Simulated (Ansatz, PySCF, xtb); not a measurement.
Stretching the In1–H2 bond in H3In (SMILES [InH3]) (multiplicity 1 held, fragments rigid). Energies count from the point at 1.731 Å.
Geometry at that point (charge 0, multiplicity 1):
```xyz
4

In     0.0000     0.0000     0.0000
H      0.6866    -0.4744     1.5160
H     -0.3914     1.6604    -0.2909
H     -0.2953    -1.1861    -1.2251
```

R- and RO- levels are restricted; in cc, def2 and unpolarised 6-31G sets they are followed outwards from rest. Unrestricted levels (U-) break spin symmetry where that is lower. Curves can end on different states.

Rows in LANL2DZ carry no dispersion term and start afresh at each structure. LANL2DZ brings its own core potentials from Na on.

Codes used: Ansatz (Gaussian orbitals); PySCF for LANL2DZ rows; xtb for the GFN methods. Values without a source in brackets are computed. In def2 rows elements past Kr take small-core potentials, without spin–orbit coupling. The GFN methods have no spin term and hold the electronic entropy of 300 K.

Question: One of these levels gives 4.915 eV for the energy at R = 5.538 Å. Which one is it?
(A) U-PBE/def2-TZVPP
(B) R-B3LYP/LANL2DZ
(C) GFN2-xTB
(D) R-wB97X-V/def2-TZVPP

Answer: B, R-B3LYP/LANL2DZ. The others give 3.414 (GFN2-xTB), 3.095 (U-PBE/def2-TZVPP), 5.933 (R-wB97X-V/def2-TZVPP)

Doubts at one or more of the structures used: a spin-contaminated determinant (U-PBE/def2-TZVPP); a restricted determinant that unrestricted orbitals would lower (R-wB97X-V/def2-TZVPP).

Ansatz is a quantum-chemistry and plane-wave program.
